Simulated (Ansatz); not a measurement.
Two isomers of ClFH6Si3: A = `F[Si]([SiH3])([SiH3])Cl`, B = `F[SiH]([SiH3])[SiH2]Cl`.

Computed with Ansatz on PBE0-D4/def2-TZVP structures; ΔE is electronic, products minus reactants. CCSD(T)/CBS adds triple-zeta CCSD(T) − MP2 to the extrapolated MP2 energy (def2 sets, frozen cores). DFT in def2-TZVPP. B3LYP here is the variant with VWN-RPA as its local correlation; programs differ in this. Each species was taken in one conformer, which may not be the lowest.

A:

```xyz
11

F     0.9260    1.0104   -1.7847
Si   -0.0349    0.1509   -0.8297
Si    1.1797   -1.6559    0.0407
Si   -1.0427    1.5886    0.7242
Cl   -1.5314   -0.6244   -2.0162
H     1.7036   -2.4938   -1.0685
H     0.2651   -2.4605    0.8927
H     2.3072   -1.1556    0.8711
H    -0.0029    2.2172    1.5814
H    -1.9560    0.7824    1.5759
H    -1.8136    2.6408    0.0131
```

B:

```xyz
11

F    -1.740    0.569    1.524
Si   -0.467   -0.178    0.874
Si    1.291    1.346    0.573
Si   -1.078   -1.142   -1.175
Cl    0.683   -1.943   -1.905
H    -0.057   -1.266    1.805
H     1.581    2.052    1.849
H     0.927    2.344   -0.467
H     2.497    0.597    0.136
H    -1.567   -0.140   -2.154
H    -2.071   -2.239   -1.060
```

Problem. Which isomer does CCSD(T)/CBS put lower? Give the gap. (Best estimate.)

Solution. The calculation gave: A, by 15.3 kJ/mol.

Problem. Give E(B) − E(A) in kJ/mol with B2PLYP, HF/def2-TZVPP, B3LYP, B3LYP-D4, ωB97M-V, CCSD(T)/def2-TZVPP, MP2/def2-TZVPP. (An estimate is asked.)

Solution. Ansatz gave: B2PLYP 15.7, HF/def2-TZVPP 11.4, B3LYP 15.5, B3LYP-D4 16.8, ωB97M-V 16.6, CCSD(T)/def2-TZVPP 15.9, MP2/def2-TZVPP 15.7. None reverses the order clearly.

Largest T1 diagnostic: 0.013.

In def2-TZVPP, CCSD(T) changes the Hartree–Fock value by +4.5 kJ/mol (the triples alone add +1.1 kJ/mol) and MP2 by +4.3 kJ/mol.
